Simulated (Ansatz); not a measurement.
A search over several starts for the lowest SCF solution of MgMeI (CH3IMg) at the given spin, in a small basis.

```yaml
crystal:
  periodic: [false, false, false]
  atoms:
    - {symbol: Mg, position_ang: [-0.009711, 0.007797, -1.156506]}
    - {symbol: C, position_ang: [0.002046, -0.001105, 0.924441]}
    - {symbol: H, position_ang: [-0.445925, 0.918579, 1.328934]}
    - {symbol: H, position_ang: [1.029165, -0.073885, 1.311803]}
    - {symbol: H, position_ang: [-0.567965, -0.855174, 1.319226]}
    - {symbol: I, position_ang: [-0.007610, 0.003798, -3.727898]}
basis:
  gaussian: {orbitals: def2-SVP, initial_orbitals: start.molden}
hamiltonian: {xc: pbe0, dispersion: d4}
output: {orbitals: {seedname: orbitals}}
```

The file start.molden holds the orbitals of an earlier run on this structure, at another level or in another basis.

```sh
$ ansatz run in.yaml --threads 4 --pin off --events-out ev --progress --plain --max-ram 3916MiB
```

Output, abridged:

```
Functional definition: PBE0
782 factors; integrals over basis functions are off by at most 1.1e-3 eV
mean field evaluation 1: about -14626.1828 eV, gradient 2.6e1 eV
mean field evaluation 2: about -14626.3115 eV, gradient 2.8e-1 eV
mean field evaluation 4: about -14626.4326 eV, gradient 2.4e-3 eV
mean field evaluation 8: about -14620.3813 eV, gradient 4.7e1 eV
mean field evaluation 16: about -14626.4326 eV, gradient 4.0e-2 eV
mean field -14626.43256959 eV, -537.5114827805 hartree, gradient 4.0e-5 eV, S^2 0.000000; 1 other end points of the search recorded, 0 dependent functions left out
reference -14626.43259954 eV, -537.5114838809 hartree; 23, 23 occupied and 50, 50 virtual orbitals, 782 factors
Total energy: -14626.50017411 eV, -537.5139672008 hartree
```

Run time 0.85 s (4 threads of AMD EPYC 7B13 on a shared host).

In the def2 sets I takes a core potential; there is no spin–orbit coupling.
